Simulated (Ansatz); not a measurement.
Several settings on one geometry of the cluster Ga3H6⁺ (that of the charge 1 singlet, PBE0-D4/def2-SVP). Ansatz on 4 threads of Arm Neoverse V1 on a shared host; times are rough.

```csv
atom,x (Å),y (Å),z (Å)
Ga1,-0.702,1.088,-0.760
Ga2,0.338,-0.056,1.326
Ga3,0.170,-1.074,-1.485
H4,0.706,-0.098,2.818
H5,0.638,-2.379,-2.182
H6,0.804,1.205,0.245
H7,-1.407,2.439,-0.969
H8,0.711,-1.330,0.282
H9,-1.258,0.206,0.726
```

Totals from different functionals, basis sets or treatments of relativity can't be compared as stabilities.

The 6-31G sets use Cartesian d functions.

The spins typed aren't always the lowest for that charge.

(1) Give the basis size and estimate the energy, ⟨S²⟩ and time of these runs.

| run | method | charge | state | further keys |
| --- | --- | --- | --- | --- |
| 1 | RKS B97/6-31G | 1 | singlet | accuracy: high; scf: {omitted_lower_state_checks: [starts]} |
| 2 | UKS r2SCAN50/def2-SVPD | 2 | doublet | forces asked |
| 3 | RKS PBE-D3(BJ)-ATM/6-31G | 1 | singlet | scf: {lower_state_search: off}; forces asked |

## Answers

(1) 
```csv
run,functions,energy (Eh),⟨S²⟩,wall time
1,99,-5776.5561,–,14 s
2,162,-5776.4287,0.77,22 s
3,99,-5775.9284,–,1 s
```
